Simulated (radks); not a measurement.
C4+, 2 electrons, occupied as [He]. All-electron calculation, scalar-relativistic Kohn-Sham, PBEsol, spin-polarised, spherical densities, finite nucleus; Fermi nuclear charge, rms radius 2.4702 fm. Program: a radial shooting solver on a logarithmic mesh with Libxc functionals.

Normalised radial functions P(r) = r R(r), r in bohr:

| r | 1s |
|---|---|
| 0.01804 | 0.4506 |
| 0.021 | 0.5152 |
| 0.02445 | 0.5875 |
| 0.02869 | 0.6720 |
| 0.0334 | 0.7605 |
| 0.03889 | 0.8567 |
| 0.04527 | 0.9600 |
| 0.0527 | 1.0691 |
| 0.06185 | 1.1881 |
| 0.072 | 1.3022 |
| 0.08382 | 1.4136 |
| 0.09758 | 1.5175 |
| 0.1145 | 1.6125 |
| 0.1333 | 1.6823 |
| 0.1552 | 1.7250 |
| 0.1807 | 1.7340 |
| 0.2103 | 1.7035 |
| 0.2468 | 1.6249 |
| 0.2873 | 1.5054 |
| 0.3345 | 1.3461 |
| 0.3894 | 1.1553 |
| 0.4533 | 0.9457 |
| 0.532 | 0.7220 |
| 0.6193 | 0.5235 |
| 0.721 | 0.3525 |
| 0.8394 | 0.2178 |
| 0.9771 | 0.1217 |

1s: eigenvalue -356.18 eV, 0 radial nodes, <r> = 0.268 bohr, 90 % of the charge inside 0.481 bohr.
